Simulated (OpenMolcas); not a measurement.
Pd⁶⁺: effect of the basis set

```yaml
Program: OpenMolcas
Method: CASSCF
Active_space: 4 electrons in 10 orbitals (4d 5d)
State_averaging: 2S+1 = 5 even, 5 roots; 2S+1 = 3 even, 45 roots; 2S+1 = 1 even, 49 roots
Spin-orbit_coupling: state interaction with AMFI integrals over the reference wave functions, term energies averaged over their components
```

A. ANO-R2 [7s5p4d2f1g], X2C, finite nucleus; cost of the order of 80 core-seconds
B. ANO-RCC-VTZP [7s6p4d2f1g], DKH2, point nucleus; cost roughly 70 core-seconds
C. ANO-RCC-VQZP [8s7p5d3f2g1h], DKH2, point nucleus; cost of the order of 80 core-seconds

Energies in cm⁻¹ above 4d⁴ ⁵D₀.

| Level | A | B | C |
| --- | --- | --- | --- |
| 4d⁴ ⁵D₀ | 0.0 | 0.0 | 0.0 |
| 4d⁴ ⁵D₁ | 885 | 899 | 822 |
| 4d⁴ ⁵D₂ | 2292 | 2325 | 2151 |
| 4d⁴ ⁵D₃ | 3981 | 4032 | 3768 |
| 4d⁴ ⁵D₄ | 5836 | 5904 | 5560 |
| 4d⁴ ³P₀(1) | 22933 | 22906 | 23447 |
| 4d⁴ ³H₄ | 23803 | 23797 | 24195 |
| 4d⁴ ³H₅ | 25853 | 25878 | 26118 |
| 4d⁴ ³P₁(1) | 26994 | 27010 | 27344 |
| 4d⁴ ³H₆ | 27377 | 27419 | 27584 |
| 4d⁴ ³F₃(1) [51 %] | 27924 | 27927 | 28322 |
| 4d⁴ ³F₂(1) | 28670 | 28685 | 29028 |
| 4d⁴ ³F₄(1) [60 %] | 29444 | 29479 | 29705 |
| 4d⁴ ³P₂(1) | 32218 | 32273 | 32433 |
| 4d⁴ ³G₃ [51 %] | 32775 | 32825 | 32998 |
| 4d⁴ ³G₄ [64 %] | 33168 | 33206 | 33452 |
| 4d⁴ ³G₅ | 34578 | 34643 | 34742 |
| 4d⁴ ¹I₆ | 38840 | 38894 | 39167 |
| 4d⁴ ³D₃ | 39402 | 39424 | 39810 |
| 4d⁴ ³D₂ | 39975 | 40006 | 40356 |
| 4d⁴ ³D₁ | 40949 | 40992 | 41276 |
| 4d⁴ ¹G₄(1) | 42649 | 42730 | 42898 |
| 4d⁴ ¹S₀ | 47304 | 47363 | 47729 |
| 4d⁴ ¹D₂(1) | 49481 | 49529 | 49930 |

Among A to C the level of the table that moves most is 4d⁴ ³P₀(1), by 540 cm-1 (lowest in B, highest in C).

Without dynamic correlation excited terms often stand tens of per cent too high (terms of higher spin than the ground term too low), and those without a measured partner can miss by more than the paired ones. Active for correlation alone: 5d; no level in the range computed is led by a configuration that fills it, so any true level of that kind is missing. Only configurations of the active space appear. The table leaves out levels that lie high or whose names do not pair safely across all columns.

A share in square brackets marks a mixed level and gives the weight of the term that names it, the lowest over the columns. A number in round brackets counts repeated terms of one configuration in the order of the reference energies.
